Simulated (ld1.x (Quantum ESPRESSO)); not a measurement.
## Which change was made? (Sn, TM)

tin (Sn), norm-conserving Troullier–Martins (Kleinman–Bylander form), made with ld1.x (Quantum ESPRESSO) 7.5 (PBEsol, scalar-relativistic). Core [Kr] 4d10, reference 5s1 5p3. Waves: 5p (bound): rc 1.95 bohr; 5d channel at 0.05 Ry: rc 1.95 bohr; 5s (bound): rc 1.85 bohr. Local part: the s channel. Core correction: none.

Cutoffs, loose and tight: the cutoffs (Ry, on a coarse ladder) from which the occupation-weighted sum of valence levels, in a spherical-Bessel basis at the reference potential, stays within 10 and 1 mRy of its value at 400 Ry. They do not see the model core or the augmentation charge, which bear on the density cutoff. Test errors are all-electron minus pseudo excitation energies from the reference, over the configurations 5s2 5p2; 5s2 5p1; 5s2 5p0; 5s1 5p2; 5s0 5p4; 5s2 5p2.3; 5s1 5p0; variants that change the core or the reference have their own tests. The largest error is taken over the tests solved by every variant that gives reliable tests at all, those not shown here included: 5s1 5p2; 5s2 5p1; 5s2 5p2; 5s2 5p2.3.

The base gives: outcome: generated; cutoff, loose: 25 Ry; cutoff, tight: 45 Ry; bound ghosts: d; largest test error (meV): +13.

(1) After one change the result is: outcome: generated; cutoff, loose: 35 Ry; cutoff, tight: 110 Ry; bound ghosts: p, d; largest test error (meV): +21. Which change was it?
A. wave 5s (bound): rc 1.85 bohr becomes 5s (bound): rc 2.60 bohr
B. wave 5s (bound): rc 1.85 bohr becomes 5s (bound): rc 1.48 bohr
C. wave 5s (bound): rc 1.85 bohr becomes 5s (bound): rc 1.16 bohr

## Answers

(1) B. The others give: wave 5s (bound): rc 1.85 bohr becomes 5s (bound): rc 2.60 bohr → outcome: generated; cutoff, loose: 21 Ry; cutoff, tight: 45 Ry; bound ghosts: d; largest test error (meV): +6.7 | wave 5s (bound): rc 1.85 bohr becomes 5s (bound): rc 1.16 bohr → outcome: generated; cutoff, loose: 160 Ry; cutoff, tight: over 300 Ry; bound ghosts: p, d, s (extra level of the local part); largest test error (meV): +114.
